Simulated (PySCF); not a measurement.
## A small calculation by hand: oscillator strength and radiative lifetime

Te(Cl)(Me) (CH₃ClTe), SMILES [Te](C)Cl.

Coordinates come from a PBE-D3(BJ)/def2-SVP optimisation. The def2 effective core potentials stand for the cores of Te; spin–orbit coupling is left out.

TDDFT-ωB97X/def2-SVPD (PySCF) puts the first singlet state with f over 0.02 at 6.06 eV (vertical), with the transition dipole (0.000, 0.000, -0.946) in atomic units.

**Question.** Find the oscillator strength, the wavelength and the radiative lifetime that this transition would have in vacuum if emission retraced absorption.

**Answer.** 
|μ|² = 0.8949 au, so |μ| = 2.40 D. ΔE = 6.06/27.211 = 0.2227 hartree. f = (2/3) ΔE |μ|² = 0.133 (the program prints 0.133).
λ = 1239.84/6.06 = 205 nm; ν = 48877 cm⁻¹.
Einstein's coefficient A = 0.6670 ν² f s⁻¹ (ν in cm⁻¹) = 2.1e8 s⁻¹, so τ = 1/A = 4.7 ns. This state is S5; the lower singlets have f = 0.000, 0.000, 0.013, 0.000. The figure is the radiative limit of this one transition; relaxation, internal conversion, crossing to triplets and a medium change what is measured.
